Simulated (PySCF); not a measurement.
Isomers of C7H10NP, mass 139.055 u with the commonest isotopes. Theory: PBE0-D3(BJ)/def2-SVP geometry optimisation, gas phase (PySCF). One conformer each, none proved a minimum here; rigid rotors.

**Question.** Order these by dipole moment, largest first.
A. `[CH3:1][CH:2]([CH3:3])[c:4]1[n:5][cH:6][cH:7][cH:8][p:9]1` with C1–C2–C4–N5 -62°
B. `[CH3:1][c:2]1[cH:3][n:4]([CH:5]2[CH2:6][CH2:7]2)[cH:8][p:9]1` with C3–N4–C5–C6 130°
C. `[CH3:1][P:2]([CH3:3])[c:4]1[cH:5][cH:6][cH:7][cH:8][n:9]1` with C1–P2–C4–C5 -71°

**Answer.** B (3.69 D), C (1.92 D), A (1.29 D).

**Question.** Order these by rotational constant C, largest first.
A. `[CH3:1][P:2]([CH3:3])[c:4]1[cH:5][cH:6][cH:7][cH:8][n:9]1` with C1–P2–C4–C5 -71°
B. `[CH3:1][c:2]1[cH:3][n:4]([CH:5]2[CH2:6][CH2:7]2)[cH:8][p:9]1` with C3–N4–C5–C6 130°
C. `[CH3:1][CH:2]([CH3:3])[c:4]1[n:5][cH:6][cH:7][cH:8][p:9]1` with C1–C2–C4–N5 -62°

**Answer.** C (879.4 MHz), A (796.0 MHz), B (731.8 MHz).

**Question.** Order these by rotational constant B, smallest first.
A. `[CH3:1][P:2]([CH3:3])[c:4]1[cH:5][cH:6][cH:7][cH:8][n:9]1` with C1–P2–C4–C5 -71°
B. `[CH3:1][CH:2]([CH3:3])[c:4]1[n:5][cH:6][cH:7][cH:8][p:9]1` with C1–C2–C4–N5 -62°
C. `[CH3:1][c:2]1[cH:3][n:4]([CH:5]2[CH2:6][CH2:7]2)[cH:8][p:9]1` with C3–N4–C5–C6 130°

**Answer.** C (904.8 MHz), A (967.1 MHz), B (1049 MHz).

| SMILES | point group | Ia (u·Å²) | Ib (u·Å²) | Ic (u·Å²) | κ | μa (D) | μb (D) | μc (D) |
| --- | --- | --- | --- | --- | --- | --- | --- | --- |
| Cc1cn(C2CC2)cp1 | C1 | 164.29 | 558.56 | 690.56 | -0.85 | 3.30 | 1.60 | 0.38 |
| CP(C)c1ccccn1 | C1 | 175.16 | 522.57 | 634.92 | -0.84 | 1.24 | 1.04 | 1.03 |
| CC(C)c1ncccp1 | Cs | 201.94 | 481.90 | 574.71 | -0.79 | 1.24 | 0.37 | 0.00 |
